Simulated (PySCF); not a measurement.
Ranking problems on computed properties.

All species are isolated and taken at one optimised geometry, non-relativistic unless stated; the electronic structure was computed with PySCF and density fitting.

Dipoles, sizes and rotational constants follow the conformer. The torsions of the flexible species, by atom-mapped SMILES:
- `[CH3:1]/[C:2]([C:3]#[N:4])=[C:5](/[CH3:6])[CH2:7][F:8]`: C2–C5–C7–F8 180°
- `[CH2:1]=[CH:2][C:3](=[CH2:4])[O:5][SiH3:6]`: C1–C2–C3–C4 180°, C2–C3–O5–Si6 179°

The conformers of `N#C[C@@H]1CCC[C@@H]1F` aren't listed.

**Question.** Rank by static isotropic polarisability, lowest first (wB97X-D/def2-SVPD at PBE0-D3(BJ)/def2-SVP geometries).
A. `N#C[C@@H]1CCC[C@@H]1F`
B. `C/C(C#N)=C(/C)CF`
C. `[H][Al]([H])([H])<-[NH2]C`
D. `C=CC(=C)O[SiH3]`
E. `c1cs[cH+]s1`

**Answer.** C (57.3 au), E (59.7 au), A (71.6 au), B (79.1 au), D (83.2 au).

**Question.** Give the two extremes of that set as polarisability volumes in Å³.

**Answer.** `[H][Al]([H])([H])<-[NH2]C`: 8.49 Å³; `C=CC(=C)O[SiH3]`: 12.33 Å³.

**Question.** Rank by HOMO energy, highest first (wB97X-D/def2-SVPD at PBE0-D3(BJ)/def2-SVP geometries).
A. `C=CC(=C)O[SiH3]`
B. `N#C[C@@H]1CCC[C@@H]1F`
C. `c1s[cH+]sc1`
D. `[H][Al]([H])([H])<-[NH2]C`

**Answer.** A (-8.41 eV), D (-9.31 eV), B (-11.04 eV), C (-15.56 eV).

**Question.** By how much do the two ends of that ranking differ?

**Answer.** By 7.15 eV, between `C=CC(=C)O[SiH3]` and `c1cs[cH+]s1`.

**Question.** Rank by HOMO–LUMO gap, highest first (wB97X-D/def2-SVPD at PBE0-D3(BJ)/def2-SVP geometries).
A. `N#C[C@@H]1CCC[C@@H]1F`
B. `[H][Al]([H])([H])<-[NH2]C`
C. `C/C(C#N)=C(/C)CF`
D. `c1cs[cH+]s1`

**Answer.** A (12.91 eV), B (10.68 eV), C (9.68 eV), D (9.35 eV).

**Question.** Give the two extremes of that set in kcal/mol.

**Answer.** `c1cs[cH+]s1`: 216 kcal/mol; `N#C[C@@H]1CCC[C@@H]1F`: 298 kcal/mol.

**Question.** Rank by lowest singlet excitation, highest first (TDDFT wB97X-D/def2-SVPD at PBE0-D3(BJ)/def2-SVP geometries).
A. `C=CC(=C)O[SiH3]`
B. `c1cs[cH+]s1`
C. `[C@@H]1(CCC[C@H]1C#N)F`
D. `[H][Al]([H])([H])<-[NH2]C`
E. `C/C(C#N)=C(/C)CF`

**Answer.** C (7.64 eV), D (6.52 eV), E (5.88 eV), A (5.67 eV), B (5.12 eV).

**Question.** Rank by electronic spatial extent ⟨r²⟩ about the centre of nuclear charge, highest first (wB97X-D/def2-SVPD at PBE0-D3(BJ)/def2-SVP geometries).
A. `c1cs[cH+]s1`
B. `C/C(=C(/C)C#N)CF`
C. `[H][Al]([H])([H])<-[NH2]C`
D. `C=CC(=C)O[SiH3]`

**Answer.** B (1134 bohr²), D (868 bohr²), A (495 bohr²), C (359 bohr²).

**Question.** By how much do the two ends of that ranking differ?

**Answer.** By 775 bohr², between `C/C(C#N)=C(/C)CF` and `[H][Al]([H])([H])<-[NH2]C`.

**Question.** Rank by smallest rotational constant, lowest first (PBE0-D3(BJ)/def2-SVP).
A. `C=CC(=C)O[SiH3]`
B. `[H][Al]([H])([H])<-[NH2]C`
C. `c1cs[cH+]s1`
D. `C/C(C#N)=C(/C)CF`

**Answer.** D (0.966 GHz), A (1.394 GHz), C (2.316 GHz), B (4.157 GHz).

**Question.** Give the two extremes of that set in cm⁻¹.

**Answer.** `C/C(C#N)=C(/C)CF`: 0.0322 cm⁻¹; `[H][Al]([H])([H])<-[NH2]C`: 0.1387 cm⁻¹.
